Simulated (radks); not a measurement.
Results of a calculation; reference values are marked as such.
Charge is removed step by step from the 4p down level of Cd+, starting from [Ar] 3d10 4s2 4p(up 3, down 3) 4d10 5s1. Level of theory: scalar-relativistic Kohn-Sham, LDA (Slater exchange, Perdew-Wang correlation), spin-polarised, spherical densities, finite nucleus; open shells are filled with parallel spins first (spin-orbit coupling, left out, can overturn this in heavy ions); Fermi nuclear charge, rms radius 4.6087 fm (a radial shooting solver on a logarithmic mesh with Libxc functionals).

[
 {"removed (e)": "0", "E - E(0) (eV)": "0.000", "eigenvalue (eV)": "-75.854", "E minus straight line (eV)": "0.000"},
 {"removed (e)": "0.125", "E - E(0) (eV)": "9.594", "eigenvalue (eV)": "-77.742", "E minus straight line (eV)": "-0.858"},
 {"removed (e)": "0.25", "E - E(0) (eV)": "19.426", "eigenvalue (eV)": "-79.662", "E minus straight line (eV)": "-1.478"},
 {"removed (e)": "0.375", "E - E(0) (eV)": "29.499", "eigenvalue (eV)": "-81.611", "E minus straight line (eV)": "-1.856"},
 {"removed (e)": "0.5", "E - E(0) (eV)": "39.818", "eigenvalue (eV)": "-83.588", "E minus straight line (eV)": "-1.989"},
 {"removed (e)": "0.625", "E - E(0) (eV)": "50.386", "eigenvalue (eV)": "-85.593", "E minus straight line (eV)": "-1.873"},
 {"removed (e)": "0.75", "E - E(0) (eV)": "61.206", "eigenvalue (eV)": "-87.623", "E minus straight line (eV)": "-1.505"},
 {"removed (e)": "0.875", "E - E(0) (eV)": "72.281", "eigenvalue (eV)": "-89.679", "E minus straight line (eV)": "-0.882"},
 {"removed (e)": "1", "E - E(0) (eV)": "83.614", "eigenvalue (eV)": "-91.758", "E minus straight line (eV)": "0.000"}
]

Removing the whole electron costs 83.614 eV by Delta-SCF, against 75.854 eV from minus the eigenvalue at the starting occupation. Slater's transition state (half an electron removed) gives 83.588 eV. Integrating minus the eigenvalue over the occupation (Janak's theorem) gives 83.661 eV. In this scalar-relativistic scheme the density is built from large components alone, so the theorem holds only approximately. The mean slope of the eigenvalue, de/dn, is 15.9 eV per electron.
